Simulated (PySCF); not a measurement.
All of these have the formula C4H13NSn. Method: TDDFT wB97X-D/def2-SVPD, vertical, gas phase, core orbitals frozen in the response, def2 core potentials past Kr in PySCF 2.14.0, density-fitted response routines. Geometries: PBE0-D3(BJ)/def2-SVP; one conformer of each isolated species. Triplets are in the Tamm–Dancoff approximation. 'Strongest' means the level of largest summed f among the lowest 10 singlets; it needn't be the same kind of state in each. Atoms past krypton carry core potentials; spin–orbit coupling is left out.

Problem. Rank by computed lowest singlet excitation energy, lowest first.
A. SnH2Me(NHiPr) (`[H][Sn]([H])([CH3])[NH]C(C)C`)
B. SnH3(NHtBu) (`[H][Sn]([H])([H])[NH]C(C)(C)C`)
C. SnH3(NEt2) (`[H][Sn]([H])([H])[N](CC)CC`)
D. SnH2Me(NMeEt) (`[H][Sn]([H])([CH3])[N](C)CC`)

Solution. C (5.05 eV), D (5.35 eV), B (5.59 eV), A (5.74 eV).

```
                       SMILES  S1 (eV)  f (S1)  T1 (eV)  strongest (eV)  LUMO (eV)  f (strongest)    S1 mainly
   [H][Sn]([H])([H])[N](CC)CC     5.05   0.022     4.61            7.96       1.54           0.06  H→L+1 (81%)
  [H][Sn]([H])([CH3])[N](C)CC     5.35   0.024     4.87            7.54       1.78           0.06  H→L+2 (54%)
[H][Sn]([H])([H])[NH]C(C)(C)C     5.59   0.046     5.10            5.59       1.54           0.05  H→L+1 (87%)
 [H][Sn]([H])([CH3])[NH]C(C)C     5.74   0.036     5.23            7.82       1.75           0.06  H→L+2 (61%)
```

H and L stand for HOMO and LUMO.
